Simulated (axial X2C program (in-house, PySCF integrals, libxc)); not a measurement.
Excited states of CdF⁺ by EOM-EE-CCSD

Computed with an in-house all-electron X2C program for linear molecules (integrals from PySCF): two-component X2C with atomic mean-field Coulomb and Gaunt terms, Gaussian nuclei, basis Cd dyall-acv3z, F dyall-av3z with contracted cores.

R = 1.904 Å (near the PBE0 minimum at charge 1 of the determinant lowest at the starting distance; the state shown can have its own minimum elsewhere).

Hartree–Fock spinors of CdF⁺ (one of each Kramers pair; a window near the gap, which can cut inner shells):

```csv
ω,occupied,ε (eV),character
1/2,yes,-29.21,"94% Cd d, 4% F p"
3/2,yes,-29.21,98% Cd d
5/2,yes,-29.20,100% Cd d
1/2,yes,-20.67,"93% F p, 3% Cd d"
3/2,yes,-20.62,"93% F p, 3% Cd d"
1/2,yes,-20.52,"82% F p, 8% Cd s, 5% Cd d"
1/2,no,-7.89,"64% Cd s, 22% Cd p, 9% F p"
1/2,no,-4.23,"85% Cd p, 7% Cd d, 6% F p"
3/2,no,-4.14,"85% Cd p, 8% Cd d, 6% F p"
1/2,no,-2.81,"64% Cd p, 18% Cd d, 12% Cd s"
1/2,no,-2.42,"77% Cd s, 11% Cd d, 10% Cd p"
1/2,no,-1.63,99% Cd p
```

Vertical excitation energies from the closed-shell determinant state of CdF⁺:

| Ω | excitation (eV) | cm⁻¹ | hole of the leading pair | particle of the leading pair | weight of the pair (for Ω = 0 its time-reversed partner can hold as much again) | singles weight |
| --- | --- | --- | --- | --- | --- | --- |
| 2 | 3.595 | 28999 | 92% F pπ | 67% Cd sσ, 14% F pσ, 11% Cd pσ | 0.92 | 0.93 |
| 1 | 3.613 | 29138 | 92% F pπ | 67% Cd sσ, 14% F pσ, 11% Cd pσ | 0.54 | 0.93 |
| 0⁻ | 3.633 | 29302 | 92% F pπ | 67% Cd sσ, 14% F pσ, 11% Cd pσ | 0.46 | 0.93 |
| 0⁺ | 3.633 | 29304 | 92% F pπ | 67% Cd sσ, 14% F pσ, 11% Cd pσ | 0.46 | 0.93 |
| 1 | 3.825 | 30847 | 92% F pπ | 67% Cd sσ, 13% F pσ, 12% Cd pσ | 0.54 | 0.92 |
| 0⁻ | 3.886 | 31341 | 80% F pσ, 8% Cd sσ, 8% Cd dσ | 67% Cd sσ, 14% F pσ, 11% Cd pσ | 0.47 | 0.95 |
| 1 | 3.886 | 31343 | 80% F pσ, 8% Cd sσ, 8% Cd dσ | 67% Cd sσ, 14% F pσ, 11% Cd pσ | 0.94 | 0.95 |
| 0⁺ | 5.146 | 41503 | 78% F pσ, 9% Cd dσ, 8% Cd sσ | 66% Cd sσ, 19% Cd pσ, 10% F pσ | 0.44 | 0.91 |

This point took 2.1 min on 1 thread of Arm Neoverse N1, with other jobs on the host.

Reference electrons by ω block (each with its −ω partner): 1/2: 18, 3/2: 8, 5/2: 2. 18 electrons of CdF⁺ correlated (inner shells frozen), 84 natural virtual spinors (a truncated set); levels can be off by some tenths of an eV. Roots sought by Ω: (0: 5, 1: 4, 2: 3, 3: 1); the list ends where they run out and leaves out roots under 60 % singles weight. The solver can skip a root, and states that need a further excitation, which the method places far too high, are missing though they may lie low or lowest. T1 of the reference 0.028 (Lee–Taylor). Some roots did not converge and are left out. Number of frozen shells: Cd 4 s, 3 p, 1 d; F 1 s. Large amplitudes in the reference (orbital relaxation or multireference character) lower the reliability.
